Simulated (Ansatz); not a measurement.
Cost and result for the atomization energy of B2H7NSSi, SMILES `BB(N)S[SiH3]` (12 atoms, 11 bonds).

Z-matrix (Å, degrees):
```
B
S 1 2.226
B 1 1.617 2 57.5
H 1 1.198 2 105.1 3 116.6
H 1 1.200 2 107.3 3 -116.3
Si 2 2.146 1 95.9 3 92.6
N 3 1.374 1 158.5 2 176.6
H 6 1.482 2 108.7 1 81.4
H 6 1.483 2 109.0 1 -39.6
H 6 1.485 2 109.0 1 -159.1
H 7 1.006 3 121.9 1 2.5
H 7 1.006 3 123.6 1 -176.1
```

Charge 0, multiplicity 1. The structure was optimised at the PBE0-D4/def2-TZVP level. It is one conformer, not always the lowest. Program: Ansatz. All runs use 4 threads of an Intel Xeon Platinum 8488C on a shared host. Times are those of one run each, without the atoms' runs, and a repeat can differ threefold. Electronic energies, without spin–orbit coupling; frozen cores. CCSD(T)/CBS adds CCSD(T) − MP2 in def2-TZVPP to the MP2 limit, and its time is that of the two runs behind it. T1 = 0.013. B3LYP takes the VWN-RPA correlation (the form of Gaussian; ORCA's B3LYP/G). HSE06 is the plane-wave form, built on full-range PBE exchange.

CCSD(T)/CBS is a level of theory with its own doubt, some kJ/mol a heavy atom from the limit and from the frozen cores, so smaller differences don't rank the functionals.

```
                             level  functions  wall time  atomization (kJ/mol)  difference from CCSD(T)/CBS  per bond
              revPBE-D4/def2-TZVPP        275      1.9 s                4060.1                          1.2       0.1
   PBE-D4/def2-TZVPP (with forces)        275      2.4 s                4144.9                         86.0       7.8
               HSE06-D4/def2-TZVPP        275      3.4 s                4096.6                         37.7       3.4
                  CCSD(T)/def2-SVP        113      3.7 s                3817.1                       -241.8     -22.0
r2SCAN-D4/def2-TZVPP (with forces)        275      3.7 s                4108.7                         49.8       4.5
           CAM-B3LYP-D4/def2-TZVPP        275      3.8 s                4099.3                         40.4       3.7
 B3LYP-D4/def2-TZVPP (with forces)        275      4.6 s                4095.0                         36.1       3.3
             r2SCANh-D4/def2-TZVPP        275      4.6 s                4088.3                         29.4       2.7
               PBE-QIDH/def2-TZVPP        275        6 s                4055.2                         -3.7      -0.3
                 B97M-V/def2-TZVPP        275        7 s                4121.6                         62.7       5.7
                    MP2/def2-QZVPP        521       20 s                4062.8                          3.9       0.4
                CCSD(T)/def2-TZVPP        275       94 s                3950.1                       -108.8      -9.9
                 CCSD(T)/CBS(def2)          –      110 s                4058.9                          0.0       0.0
```

From r2SCAN to r2SCAN0 (25 % exact exchange), in def2-TZVPP and without D4, the atomization energy moves by −50.7 kJ/mol: exact exchange takes away binding that semilocal exchange gives to molecules. Leaving LDA and LC-ωPBE aside and taking each functional with its dispersion term where it has one, the values, not all of them listed here, spread over 137.9 kJ/mol, from BHLYP-D4 to PBE-D4. LDA lies +511.8 kJ/mol from PBE without D4, its usual overbinding. In def2-TZVPP, CCSD(T) changes the Hartree–Fock value by +934.1 kJ/mol (the triples alone add +59.4 kJ/mol) and MP2 by +982.8 kJ/mol; breaking electron pairs costs correlation energy, which Hartree–Fock lacks.
